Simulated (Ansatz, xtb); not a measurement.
**AlGeH5O2: which of two structures lies lower**

Structure X is `[OH][Al]([OH])[GeH3]`, a singlet and structure Y is a singlet given by its coordinates. Both are isolated molecules in the gas phase, relaxed with PBE0-D3(BJ)/pcseg-1; the shapes shown needn't be the lowest conformers.

X (Å):

| atom | x (Å) | y (Å) | z (Å) |
| --- | --- | --- | --- |
| Al | -0.0818 | 0.8263 | -0.0142 |
| Ge | -1.0049 | -1.4335 | -0.1945 |
| O | -0.6384 | 1.8076 | 1.2664 |
| O | 1.0843 | 1.3223 | -1.1576 |
| H | -0.3949 | 2.7023 | 1.5126 |
| H | 1.5572 | 2.1535 | -1.2346 |
| H | -0.3759 | -2.3652 | 0.8584 |
| H | -0.7421 | -2.0555 | -1.5759 |
| H | -2.5242 | -1.4406 | 0.0487 |

Y (Å):

```xyz
9

Al   -0.1936    0.4557    1.1550
Ge   -1.2502   -1.8399   -0.3889
O    -1.8710   -0.3530    0.8740
O     0.5193   -1.0394    0.2588
H    -2.3526   -0.6809    1.6446
H    -1.2436   -0.7688   -1.5584
H     1.0575   -1.6603    0.7670
H    -0.0499    1.7544    0.2639
H     0.1821    0.3762    2.7035
```

Close contacts (Å): Al1–O3 1.88, Al1–O4 1.88, Ge2–O3 2.05, Ge2–O4 2.05, Al1–H8 1.58, Al1–H9 1.60, Ge2–H6 1.59, O3–H5 0.97, O4–H7 0.97.

Quicker runs give these differences E(Y) − E(X): GFN2-xTB −0.708 eV; HF/STO-3G −0.757 eV (at GFN2-xTB geometries); r2SCAN-D4/def2-SVP +0.496 eV (at GFN2-xTB geometries).

Which of the two would you expect CCSD(T)/def2-SVP + ΔMP2/def2-TZVPP electronic energies to favour?

Structure X; the calculation gives E(Y) − E(X) = +0.699 eV.

How the difference moves with the method:

```
                             level             geometry  E(Y) − E(X) (eV)  departure from the last row (eV)  job, with rough time for the two
                          GFN2-xTB             GFN2-xTB              −0.708                            −1.408              optimisation, 0.56 s
                         HF/STO-3G             GFN2-xTB              −0.757                            −1.456              single point, 0.59 s
                r2SCAN-D4/def2-SVP             GFN2-xTB              +0.496                            −0.203               single point, 3.6 s
               PBE0-D3(BJ)/pcseg-1  PBE0-D3(BJ)/pcseg-1              +0.607                            −0.093                optimisation, 67 s
                       HF/def2-SVP  PBE0-D3(BJ)/pcseg-1              +0.436                            −0.263           part of the CCSD(T) run
                      MP2/def2-SVP  PBE0-D3(BJ)/pcseg-1              +0.464                            −0.236           part of the CCSD(T) run
                  CCSD(T)/def2-SVP  PBE0-D3(BJ)/pcseg-1              +0.362                            −0.337                      single point
CCSD(T)/def2-SVP + ΔMP2/def2-TZVPP  PBE0-D3(BJ)/pcseg-1              +0.699                                                  single point, 28 s
```

GFN2-xTB, HF/STO-3G put the two in the other order. The largest departure from CCSD(T)/def2-SVP + ΔMP2/def2-TZVPP is that of HF/STO-3G, 1.456 eV. The last row adds to CCSD(T) the change of the MP2 difference between the two basis sets, here +0.337 eV, a large step that makes the value less sure.

With harmonic frequencies from PBE0-D3(BJ)/pcseg-1 (ideal gas, rigid rotor, one conformer each, 298.15 K, 1 atm): on the last row, ΔE + ΔZPE = +0.727 eV. A mode under 50 cm⁻¹ makes harmonic enthalpies and free energies unreliable, so none is given.

The correlated steps freeze 16 core orbitals; the filled d shell of Ge is correlated, in a basis made for valence electrons. Codes used: Ansatz 0.2.0, xtb 6.7.1; the last row on 2 threads of Intel(R) Xeon(R) Processor @ 2.70GHz on a shared host.
